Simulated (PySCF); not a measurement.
# Removing an electron from `[GeH3][O][SiH2]c1ccccc1`

Compound: C6H10GeOSi.
Numbering: `[GeH3:1][O:2][SiH2:3][c:4]1[cH:5][cH:6][cH:7][cH:8][cH:9]1` (hydrogens: H10, H11, H12 on Ge1; H13, H14 on Si3; H15 on C5; H16 on C6; H17 on C7; H18 on C8; H19 on C9)

Structure used (PBE0-D3(BJ)/def2-SVP), in Å, numbered top down from 1:
```
atom  x, y, z in Å
Ge1    2.5365    0.1590   -0.7317
O2     1.8504   -1.2826    0.0244
Si3    0.6169   -2.1573    0.6750
C4    -1.0007   -1.2027    0.7423
C5    -1.1310    0.1159    0.2881
C6    -2.3529    0.7851    0.3565
C7    -3.4707    0.1419    0.8836
C8    -3.3621   -1.1715    1.3414
C9    -2.1385   -1.8331    1.2698
H10    1.7773    0.4343   -2.0431
H11    4.0153   -0.1569   -1.0002
H12    2.3861    1.3423    0.2424
H13    0.9903   -2.5756    2.0618
H14    0.4095   -3.3978   -0.1355
H15   -0.2684    0.6429   -0.1288
H16   -2.4319    1.8138   -0.0038
H17   -4.4290    0.6641    0.9381
H18   -4.2354   -1.6812    1.7559
H19   -2.0726   -2.8641    1.6339
```

Level: wB97X-D/def2-SVPD (PySCF). Frontier orbitals with their largest atomic shares (Löwdin; up to four atoms above 4 %):

```csv
orbital,ε (eV),main atoms
HOMO−3,-10.26,"O2 39 %, Si3 14 %, Ge1 9 %, H13 9 %"
HOMO−2,-10.16,"O2 26 %, C4 19 %, Si3 14 %, Ge1 6 %"
HOMO−1,-9.22,"C8 23 %, C5 23 %, C9 16 %, C6 16 %"
HOMO,-9.07,?
LUMO,1.05,"C4 21 %, C7 20 %, C9 13 %, C6 11 %"
LUMO+1,1.32,"C8 20 %, C5 20 %, C6 16 %, C9 16 %"
LUMO+2,1.53,"Ge1 34 %, O2 13 %, H10 11 %, Si3 11 %"
```

Task: What vertical ionisation energy does ΔSCF give, and how far is −ε(HOMO) from it?

Result: ΔSCF: 9.10 eV (878 kJ/mol; threshold wavelength 136 nm); ⟨S²⟩ of the doublet left behind is 0.768, against 0.75 for a pure doublet. −ε(HOMO) is 9.07 eV, 0.03 eV below it. In exact Kohn–Sham theory the two would be equal; wB97X-D (range-separated hybrid) comes within 0.03 eV of that here.

Task: On which atoms does the HOMO lie?

Result: C4 (substituted aromatic carbon) 21 %, C7 (aromatic CH carbon) 21 %, C9 (aromatic CH carbon) 13 %, C6 (aromatic CH carbon) 13 %, so no atom holds as much as 40 %. The HOMO−1 lies 0.15 eV lower.

Task: With α = 126.6 au, estimate the like-pair dispersion coefficient by London's formula C6 = (3/4)α²I.

Result: I = 0.3346 Eh, so C6 ≈ 4020 au, a rough estimate.

Task: How many of the 10 lowest singlet excitations (vertical TDDFT, same level) lie below the ionisation energy?

Result: All 10; they run from 5.38 to 7.42 eV.

Task: What kinetic energy would electrons from this vertical process carry with Lyman-α light (10.199 eV)?

Result: 10.20 − 9.10 = 1.10 eV.

Geometry: PBE0-D3(BJ)/def2-SVP, one conformer, isolated molecule. The calculation is non-relativistic, for germanium too.

These values come from a run that also computed excited states and ΔSCF ions. The run took 9.2 min of wall time on an Arm Neoverse V1 with one thread, no GPU, on a shared host, and the process peaked at 1.4 GiB of memory.

Note: wB97X-D ran without an empirical dispersion term, which enters the total energy and its gradient alone.
